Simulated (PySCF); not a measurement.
## Electron correlation in Pt³⁺ (platinum, charge +3)

Starting occupation: [Xe] 4f14 5d6 6s1, 5d3/2 with m_j = +3/2, 5d5/2 with m_j = -3/2, -1/2, +1/2, +3/2, +5/2, 6s1/2 with m_j = +1/2. All numbers are calculated (PySCF 2.14, X2C-1e with screened-nucleus spin-orbit coupling, Gaussian nucleus, in x2c-TZVPall-2c with one added diffuse shell each of s, p, d type (12s12p11d2f, 117 functions)). Frozen: [Kr] 4d10 4f14; 15 electrons correlated; the 34 highest virtual spinors left out.

MP2 pair energies summed by pair of shells (mhartree):

| pair | energy | share (%) |
| --- | --- | --- |
| 5d-5p | -87.56 | 34.2 |
| 5d-5d | -59.83 | 23.4 |
| 5p-5p | -41.08 | 16.1 |
| 5d-6s | -24.95 | 9.8 |
| 5p-6s | -14.99 | 5.9 |
| 5p-5s | -14.22 | 5.6 |
| 5d-5s | -9.59 | 3.7 |
| 5s-5s | -2.70 | 1.1 |
| 5s-6s | -0.92 | 0.4 |

Total MP2 correlation energy: -255.83 mhartree.

The GHF reference relaxed away from the jj start to a determinant that is no pure jj level (⟨S²⟩ = 8.36, ⟨J²⟩ = 24.77); the energies belong to that determinant.

This basis was not built for core-valence correlation, so the inner-shell part is incomplete.
